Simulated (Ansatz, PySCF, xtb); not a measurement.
Reaction R1 + R2 → P1 + P2, each structure at its B3LYP-D3(BJ)/def2-TZVP stationary point, reached from a drawn start (curvature not checked).
R1: H2O (SMILES O), charge 0, multiplicity 1.
P1, NH3 (SMILES N) (charge 0, multiplicity 1):
```xyz
4

N      0.00000    -0.00002     0.27907
H      0.00000     0.94280    -0.09306
H      0.81651    -0.47144    -0.09305
H     -0.81651    -0.47144    -0.09305
```
P2, H6OSi2 (SMILES [SiH3]O[SiH3]) (charge 0, multiplicity 1):
```xyz
9

Si     1.5460    -0.3225     0.0497
O     -0.0136    -0.1811    -0.4256
Si    -1.5481     0.2950    -0.1143
H      2.3088    -0.9640    -1.0418
H      2.1148     1.0157     0.3346
H      1.6321    -1.1543     1.2729
H     -2.0700    -0.4156     1.0766
H     -2.3831    -0.0278    -1.2905
H     -1.5870     1.7545     0.1384
```
R2, H7NSi2 (SMILES [SiH3]N[SiH3]) (charge 0, multiplicity 1):
```xyz
10

Si     1.514    -0.251     0.324
N     -0.006    -0.389    -0.491
Si    -1.510     0.397    -0.153
H      2.616    -0.073    -0.654
H      1.434     0.925     1.216
H      1.840    -1.450     1.138
H     -0.037    -1.078    -1.231
H     -2.512    -0.517     0.452
H     -2.107     0.939    -1.398
H     -1.232     1.496     0.796
```

P less R. No zero-point or thermal terms.

Frozen-core correlation throughout. CBS: X⁻³ extrapolation of the correlation energy, Hartree–Fock from the larger set.

Run with Ansatz (Gaussian orbitals); PySCF for the D3/D4 terms; xtb for the GFN methods. All values are computed, each at the level named.

The comparison value is -0.954 eV (CCSD(T)/CBS(cc-pV(T+d)Z, cc-pV(Q+d)Z)). It is a level with limits of its own, not the exact answer.

**Question.** Order these levels by how close they come to the comparison value for the reaction energy, closest first: BLYP-D3(BJ)/def2-TZVPP, GFN2-xTB, PBE-D3(BJ)/def2-TZVPP, revPBE-D4/def2-TZVPP, GFN1-xTB. Give each level's value less the comparison value.

**Answer.** BLYP-D3(BJ)/def2-TZVPP (0.001 eV), PBE-D3(BJ)/def2-TZVPP (0.110 eV), revPBE-D4/def2-TZVPP (0.140 eV), GFN2-xTB (-0.599 eV), GFN1-xTB (-2.246 eV)

Ansatz is a quantum-chemistry and plane-wave program.
